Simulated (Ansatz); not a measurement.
Ansatz (a program for electronic structure) input:

Ansatz 0.2 input:
```yaml
crystal:
  periodic: [false, false, false]
  atoms:
    - {symbol: Sr, position_ang: [-0.33406487, -0.84412677, -0.58536016]}
    - {symbol: Cl, position_ang: [1.34919293, 1.19623489, -0.26723016]}
    - {symbol: Cl, position_ang: [-0.60245968, 0.69063672, 1.57568229]}
basis:
  gaussian:
    orbitals: def2-TZVP
hamiltonian:
  xc: b3lyp
  dispersion: d3bj
total_charge: 1
magnetization: {spin_polarized: true, initial_magnetization: 1}
phonons: {temperatures: {t_min: 298.15, t_max: 298.15, t_step: 100}}
```

### Question
Which total energy does the run end on?

### Answer
-951.02858 Eh (B3LYP-D3(BJ)/def2-TZVP). The basis has 107 functions.
